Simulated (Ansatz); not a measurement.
**Redistribution: C2H4Cl2Si + CH6Cl2Si2 → C2H5ClSi + CH5Cl3Si2**

Gas-phase species: C2H4Cl2Si `C=C[SiH](Cl)Cl`, singlet; CH6Cl2Si2 `[SiH3]C[SiH](Cl)Cl`, singlet; C2H5ClSi `C=C[SiH2]Cl`, singlet; CH5Cl3Si2 `Cl[SiH2]C[SiH](Cl)Cl`, singlet. The partners trade Cl for H; both sit on Si, so the bond types are kept.

Shapes, held fixed at every level: PBE0-D4/def2-TZVP. Flexible molecules stand in one conformer, not always the lowest. Programs: Ansatz 0.2.0. Electronic energies: no zero-point or thermal term.

```tsv
level	kind	ΔE (kJ/mol)	CPU time (sum over the molecules)
SPW92/def2-TZVPP	LDA	+6.7	27 s
B3LYP-D4/def2-TZVPP	global hybrid	+4.4	1.8 min
PBE0-D4/def2-TZVPP	global hybrid	+4.4	86 s
wB97M-V/def2-TZVPP	range-separated hybrid	+4.1	3.4 min
wB97X-V/def2-TZVPP	range-separated hybrid	+3.4	2.5 min
B2PLYP/def2-TZVPP	double hybrid	+3.1	97 s
CCSD(T)/def2-SVP	coupled cluster or CI	+6.4	–
MP2/def2-TZVPP	perturbation theory	+4.2	–
```

MP2/def2-TZVPP gives ΔE = +4.2 kJ/mol; the levels span +3.1 to +6.7. The median of the levels is +4.3. No measured value is set beside it here. Times are processor times on shared x86 and Arm servers, and rough.
